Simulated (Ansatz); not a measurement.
A structure relaxed at PBE0-D4/def2-TZVP in Ansatz, charge 1, singlet:

Cartesian coordinates in Å:
```
Ni -0.4982 -0.0473 -0.3435
Ni 0.5907 -0.7617 1.4159
H 0.1394 1.3342 -0.8020
H -0.7444 -1.2879 0.9941
H 0.5125 0.7627 -1.2646
```

Q: Give its formula and point group.

A: Ni2H3⁺. Point group Cs (tolerance 0.1 Å).

Q: Summarise the bond lengths by kind (pairs closer than 1.2 times the sum of covalent radii, bridged metal pairs left out).

A: 4 × H–Ni 1.50 to 1.84 Å.

The restricted singlet is unstable towards broken spin symmetry at other levels; at PBE0-D4/def2-TZVP this wasn't settled. In the singlet, H3 and H5 lie 0.82 Å apart (atoms count from 1), so H2 has formed as a molecule. Another isomer (triplet) lies 2.33 eV lower at PBE0-D4/def2-TZVP; other spin states weren't run for this one.
